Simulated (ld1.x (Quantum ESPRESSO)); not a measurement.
**Before and after: ultrasoft potential for fluorine (F)**

ld1.x (Quantum ESPRESSO) 7.5 input, shortened:

```
&input
   title='F', zed=9., rel=1, dft='PBE', iswitch=3,
   config='[He] 2s1.75 2p5.25 3d-2'
 /
 &inputp
   pseudotype=3, tm=.true., lloc=-1, rcloc=0.90,
   nlcc=.true., new_core_ps=.true.,
   which_augfun='PSQ', rmatch_augfun=0.40
 /
6
2S  1  0   1.75   0.00  0.50  0.65  0.0
2S  1  0   0.00  -1.80  0.50  0.65  0.0
2P  2  1   5.25   0.00  0.95  1.30  0.0
2P  2  1   0.00  -0.05  0.95  1.30  0.0
3D  3  2  -2.00   0.45  1.05  1.15  0.0
3D  3  2  -2.00   1.55  1.05  1.15  0.0
 &test
   configts(1)='2s1.75 2p5.25'
 /
```

Change: all radii but the core radius scaled by about 0.87 (s 0.56, p 1.14, d 1.00 bohr, rcut 0.44/0.84/0.92); local potential all-electron potential smoothed inside 0.78 bohr (lloc = -1); augmentation PSQ, radius 0.34 bohr.

Cutoffs: the cutoffs (Ry, on a coarse ladder) from which the occupation-weighted sum of valence levels, in a spherical-Bessel basis at the reference potential, stays within 10 and 1 mRy of its value at 400 Ry; they do not see the model core or the augmentation charge, which bear on the density cutoff. Errors are all-electron minus pseudo energies relative to the spin-unpolarised reference configuration.

Task: How do hardness, ghosts and transferability respond?

Result: The potential gets harder (80 Ry and 110 Ry → 140 Ry and 160 Ry); a bound ghost appears in s, which as a rule spoils a file; of the 7 tests that both files solve, the error grows in 0 and shrinks in 3 by more than 15 % and 0.3 meV (median size 2.6 → 1.4 meV). A smaller radius makes the pseudo-wave follow the all-electron one further in, where it bends more sharply, so more plane waves are needed. Less of the atom is replaced, so other configurations are described better.

```tsv
quantity	base	changed
cutoff, loose	80 Ry	140 Ry
cutoff, tight	110 Ry	160 Ry
loose cutoff by channel (10 mRy a level)	s 70 Ry, p 40 Ry	s 120 Ry, p 50 Ry
bound ghosts	none	s
error for 2s2 2p5, meV [ΔE -4.70 eV]	+1.0	+1.0
error for 2s2 2p4, meV [ΔE 14.69 eV]	+2.6	+1.4
error for 2s2 2p3, meV [ΔE 53.08 eV]	+11	+3.1
error for 2s1 2p6, meV [ΔE 14.11 eV]	+7.9	+7.6
error for 2s2 2p5.3, meV [ΔE -7.37 eV]	+1.1	+1.1
error for 2s2 2p4.5, meV [ΔE 2.84 eV]	+1.3	+1.1
error for 2s1 2p5, meV [ΔE 33.79 eV]	+6.4	+5.1
lowest overlap eigenvalue by channel	s 0.55, p 0.95, d 0.68	s 0.68, p 0.93, d 0.05
```

 A true bound ghost makes a file unfit for plane-wave use even where its test errors are small: the radial tests pick states by their node count and pass the ghost by.
